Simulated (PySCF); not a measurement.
A structure optimised at PBE0-D3(BJ)/def2-SVP, used in a PySCF frequency run:

```xyz
10

F     -1.6289     1.1342    -0.7698
B     -0.6272     0.4166    -0.3002
C     -0.5988    -1.0840     0.1864
O      0.6835    -1.1357     0.8010
C      1.4685    -0.1192     0.2679
O      0.6189     0.9222    -0.1782
H     -0.6849    -1.8066    -0.6517
H     -1.3675    -1.3530     0.9269
H      2.1463     0.2621     1.0476
H      2.0645    -0.4669    -0.6011
```

Problem. Write its SMILES and formula.

Solution. FB1COCO1, C2H4BFO2

Problem. What are its rotational constants (standard atomic weights)?

Solution. 7.7674, 3.2469, 2.3785 GHz
